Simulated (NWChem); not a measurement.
Excited singlets of H$_{2}$OSi by symmetry

```xyz
4

Si     0.3955     0.5087     0.0000
H      1.6041    -0.4718     0.0000
O     -0.8203    -0.6352     0.0000
H     -0.5785    -1.5679     0.0000
```
Charge 0, spin multiplicity 1.

Program: NWChem. All single points use one geometry, from PBE0/def2-SVP, a minimum by its harmonic frequencies. It is one conformer; others weren't searched.

Basis set: aug-cc-pVDZ. Symmetry labels belong to the abelian group Cs used in the runs, with the axes of the coordinates shown. Entries are the lowest vertical excitation energy of each symmetry in eV (for CIS and TDDFT among the lowest few roots); a state of one symmetry need not have the same character in every method. Symmetries that some method's roots don't reach, or where a double excitation leads the EOM-CCSD root, are left out.

The correlated methods keep 6 core orbitals frozen. B3LYP has NWChem's definition, with VWN1-RPA local correlation. The structure started from a generated list of species. Coupled-cluster values serve here as a point of comparison, not as the truth.

| method | a" | a' |
|---|---|---|
| CIS | 3.55 | 5.90 |
| TD-PBE | 3.11 | 4.63 |
| TD-B3LYP | 3.22 | 4.96 |
| TDA-LDA (SVWN5) | 3.15 | 4.63 |
| EOM-CCSD | 3.42 | 5.53 |
